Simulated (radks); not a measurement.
Problem. Coherent X-ray form factor from a spherical all-electron density. Method: Dirac Kohn-Sham, SOGGA, spin-unpolarised, spherical densities, finite nucleus; Fermi nuclear charge, rms radius of each element as measured or else 0.836 A^(1/3) + 0.57 fm; computed with a radial shooting solver on a logarithmic mesh with Libxc functionals.

| sin(theta)/lambda (1/angstrom) | f0 (electrons) |
|---|---|
| 0.05 | 22.914 |
| 0.1 | 22.660 |
| 0.15 | 22.245 |
| 0.2 | 21.685 |
| 0.25 | 20.997 |
| 0.3 | 20.204 |
| 0.4 | 18.392 |
| 0.5 | 16.441 |
| 0.6 | 14.516 |
| 0.8 | 11.195 |
| 1 | 8.855 |
| 1.25 | 7.109 |
| 1.5 | 6.122 |
| 2 | 4.834 |

The species is in the configuration that NIST lists as its ground one. Which atom or ion scatters so?

Solution. The selenium ion Se11+, [Ar] 3d5. Extrapolating in s^2 from the first two rows gives f0(0) = 23.0, near the electron count 23; among species with that count, the fall with angle is slower the higher Z, and the table is that of Z = 34; from so few rows the species is fixed only to a neighbour or two.
